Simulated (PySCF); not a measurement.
AsF2, SMILES F[As]F, multiplicity 2. Coordinates come from a PBE-D3(BJ)/def2-TZVP optimisation. The isomer is the one that the SMILES or the coordinates give; other isomers of the formula were not compared.

These are PySCF with PBE-D3(BJ)/def2-TZVP values and carry that method's errors.

Harmonic wavenumbers (cm⁻¹): 248, 645, 672. Rotational constants (GHz): 14.84, 7.631, 5.039; symmetry number 2.

### Question
Work out the zero-point energy and the ideal-gas rigid-rotor harmonic-oscillator thermochemistry at 298.15 K and 1 atm.

### Answer
ZPE = ½ Σ hcν = ½ × 1566 cm⁻¹ = 2.24 kcal/mol. H − E(el) = 5.08 kcal/mol. Entropy in cal/(mol K): translation 40.08, rotation 22.47, vibration 2.46, spin 1.38, total 66.39. G − E(el) = -14.72 kcal/mol. Cp = 11.54 cal/(mol K).
